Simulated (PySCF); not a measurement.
**Basis-set dependence of population analyses: propyl acetate**

Propyl acetate, C5H10O2.
Geometry (PBE0-D3(BJ)/def2-SVP, Å), atoms numbered from 1 in this order:
```
atom  x, y, z in Å
C1    -2.6798   -0.4243    0.0171
C2    -1.1958   -0.6939    0.2040
C3    -0.4326    0.5611    0.5805
O4     0.9420    0.2908    0.8376
C5     1.7614    0.2534   -0.2233
C6     3.1765   -0.0184    0.1972
O7     1.3957    0.4399   -1.3541
H8    -2.8563    0.3105   -0.7844
H9    -3.2202   -1.3432   -0.2529
H10   -3.1388   -0.0283    0.9375
H11   -1.0372   -1.4515    0.9895
H12   -0.7642   -1.0983   -0.7252
H13   -0.8222    0.9919    1.5148
H14   -0.5111    1.3138   -0.2197
H15    3.7683   -0.3150   -0.6760
H16    3.6054    0.9000    0.6267
H17    3.2096   -0.7927    0.9750
```

PBE0 throughout (PySCF), one geometry, spherical d and f functions. Isolated species at its PBE0-D3(BJ)/def2-SVP geometry (one conformer only). The first 7 of 11 kinds of atom are listed.

Mulliken charges (e):

```tsv
basis	functions	C1	C2	C3	O4	C5	C6	O7
STO-3G	45	-0.231	-0.148	-0.045	-0.197	+0.240	-0.260	-0.244
pcSseg-0	83	-0.655	-0.562	-0.116	-0.634	+0.614	-0.656	-0.494
6-31G	83	-0.503	-0.332	-0.089	-0.503	+0.514	-0.543	-0.421
6-31G*	118	-0.537	-0.347	-0.087	-0.462	+0.599	-0.622	-0.452
cc-pVDZ	148	-0.100	-0.121	+0.115	-0.276	+0.149	-0.052	-0.264
def2-SVP	148	-0.101	-0.123	+0.156	-0.334	+0.158	-0.046	-0.261
pcSseg-1	169	-0.302	-0.304	+0.063	-0.469	+0.373	-0.250	-0.415
6-311+G(2d,p)	249	-0.623	+0.036	-0.218	-0.241	+0.536	-0.604	-0.445
aug-cc-pVDZ	251	+0.401	+0.463	+1.032	-0.538	+0.510	+0.315	-0.575
def2-TZVP	277	-0.382	-0.206	-0.049	-0.231	+0.307	-0.368	-0.345
```

IAO charges (e):

```json
{"basis": "STO-3G", "functions": "45", "C1": "-0.391", "C2": "-0.269", "C3": "-0.126", "O4": "-0.185", "C5": "+0.264", "C6": "-0.442", "O7": "-0.255"}
{"basis": "pcSseg-0", "functions": "83", "C1": "-0.424", "C2": "-0.280", "C3": "-0.081", "O4": "-0.324", "C5": "+0.470", "C6": "-0.481", "O7": "-0.435"}
{"basis": "6-31G", "functions": "83", "C1": "-0.432", "C2": "-0.270", "C3": "-0.090", "O4": "-0.328", "C5": "+0.471", "C6": "-0.483", "O7": "-0.440"}
{"basis": "6-31G*", "functions": "118", "C1": "-0.412", "C2": "-0.259", "C3": "-0.056", "O4": "-0.347", "C5": "+0.526", "C6": "-0.472", "O7": "-0.464"}
{"basis": "cc-pVDZ", "functions": "148", "C1": "-0.410", "C2": "-0.257", "C3": "-0.056", "O4": "-0.344", "C5": "+0.523", "C6": "-0.472", "O7": "-0.458"}
{"basis": "def2-SVP", "functions": "148", "C1": "-0.400", "C2": "-0.253", "C3": "-0.051", "O4": "-0.343", "C5": "+0.520", "C6": "-0.462", "O7": "-0.459"}
{"basis": "pcSseg-1", "functions": "169", "C1": "-0.411", "C2": "-0.259", "C3": "-0.057", "O4": "-0.349", "C5": "+0.526", "C6": "-0.468", "O7": "-0.470"}
{"basis": "6-311+G(2d,p)", "functions": "249", "C1": "-0.424", "C2": "-0.265", "C3": "-0.062", "O4": "-0.353", "C5": "+0.537", "C6": "-0.482", "O7": "-0.480"}
{"basis": "aug-cc-pVDZ", "functions": "251", "C1": "-0.421", "C2": "-0.264", "C3": "-0.061", "O4": "-0.352", "C5": "+0.535", "C6": "-0.480", "O7": "-0.479"}
{"basis": "def2-TZVP", "functions": "277", "C1": "-0.424", "C2": "-0.266", "C3": "-0.060", "O4": "-0.354", "C5": "+0.540", "C6": "-0.483", "O7": "-0.480"}
```

Hirshfeld charges (e):

```
        basis  functions      C1      C2      C3      O4      C5      C6      O7
       STO-3G         45  -0.039  -0.014  +0.065  -0.117  +0.160  -0.046  -0.209
     pcSseg-0         83  -0.097  -0.057  +0.013  -0.107  +0.214  -0.108  -0.258
        6-31G         83  -0.095  -0.058  +0.019  -0.127  +0.212  -0.101  -0.271
       6-31G*        118  -0.097  -0.059  +0.018  -0.115  +0.209  -0.099  -0.273
      cc-pVDZ        148  -0.105  -0.069  +0.006  -0.093  +0.208  -0.116  -0.254
     def2-SVP        148  -0.107  -0.070  +0.006  -0.098  +0.218  -0.120  -0.261
     pcSseg-1        169  -0.109  -0.074  +0.005  -0.103  +0.217  -0.120  -0.261
6-311+G(2d,p)        249  -0.110  -0.078  +0.002  -0.110  +0.206  -0.119  -0.262
  aug-cc-pVDZ        251  -0.118  -0.083  -0.002  -0.107  +0.210  -0.127  -0.258
    def2-TZVP        277  -0.114  -0.078  +0.001  -0.106  +0.210  -0.123  -0.262
```

ESP-fitted charges (e):

```json
{"basis": "STO-3G", "functions": "45", "C1": "-0.458", "C2": "+0.019", "C3": "+0.012", "O4": "-0.332", "C5": "+0.652", "C6": "-0.649", "O7": "-0.382"}
{"basis": "pcSseg-0", "functions": "83", "C1": "-0.549", "C2": "+0.093", "C3": "+0.080", "O4": "-0.529", "C5": "+0.955", "C6": "-0.830", "O7": "-0.580"}
{"basis": "6-31G", "functions": "83", "C1": "-0.451", "C2": "+0.024", "C3": "+0.173", "O4": "-0.547", "C5": "+0.906", "C6": "-0.708", "O7": "-0.577"}
{"basis": "6-31G*", "functions": "118", "C1": "-0.468", "C2": "+0.116", "C3": "+0.073", "O4": "-0.409", "C5": "+0.756", "C6": "-0.691", "O7": "-0.501"}
{"basis": "cc-pVDZ", "functions": "148", "C1": "-0.409", "C2": "+0.123", "C3": "+0.076", "O4": "-0.390", "C5": "+0.723", "C6": "-0.633", "O7": "-0.487"}
{"basis": "def2-SVP", "functions": "148", "C1": "-0.407", "C2": "+0.110", "C3": "+0.112", "O4": "-0.428", "C5": "+0.775", "C6": "-0.646", "O7": "-0.514"}
{"basis": "pcSseg-1", "functions": "169", "C1": "-0.446", "C2": "+0.147", "C3": "+0.125", "O4": "-0.456", "C5": "+0.807", "C6": "-0.676", "O7": "-0.539"}
{"basis": "6-311+G(2d,p)", "functions": "249", "C1": "-0.503", "C2": "+0.170", "C3": "+0.083", "O4": "-0.422", "C5": "+0.776", "C6": "-0.728", "O7": "-0.526"}
{"basis": "aug-cc-pVDZ", "functions": "251", "C1": "-0.480", "C2": "+0.154", "C3": "+0.091", "O4": "-0.422", "C5": "+0.786", "C6": "-0.712", "O7": "-0.530"}
{"basis": "def2-TZVP", "functions": "277", "C1": "-0.492", "C2": "+0.177", "C3": "+0.077", "O4": "-0.412", "C5": "+0.775", "C6": "-0.721", "O7": "-0.523"}
```

Problem. Which scheme is steadiest as the basis changes?

Solution. Largest range over the bases for any column: Hirshfeld 0.08 e, IAO 0.28 e, ESP-fitted 0.30 e, Mulliken 1.25 e. Hirshfeld charges move least and Mulliken charges most, counted in e. Without the minimal STO-3G basis the ranges are Hirshfeld 0.03, IAO 0.07, ESP-fitted 0.23, Mulliken 1.25 e.

Problem. How much do the charges still move between the two largest bases, aug-cc-pVDZ and def2-TZVP?

Solution. At most, over all atoms: Mulliken 1.081 e, IAO 0.005 e, Hirshfeld 0.005 e, ESP-fitted 0.024 e.

Problem. What do the same runs give for the total energy, the frontier levels and the dipole moment?

Solution. 
```csv
basis,energy (Eh),HOMO (eV),LUMO (eV),μ (D)
STO-3G,-342.2111,-4.23,3.89,1.20
pcSseg-0,-345.8061,-7.97,0.35,1.68
6-31G,-346.5063,-7.77,0.46,1.69
6-31G*,-346.6147,-7.60,0.75,1.71
cc-pVDZ,-346.6406,-7.63,0.68,1.68
def2-SVP,-346.3681,-7.78,0.56,1.70
pcSseg-1,-346.5839,-7.92,0.42,1.79
"6-311+G(2d,p)",-346.7251,-7.95,0.27,1.83
aug-cc-pVDZ,-346.6644,-7.92,-0.03,1.83
def2-TZVP,-346.7538,-7.91,0.40,1.82
```

The dipole is fixed by the density alone, so its range of 0.63 D shows that the density itself changes with the basis, not only its division among atoms.
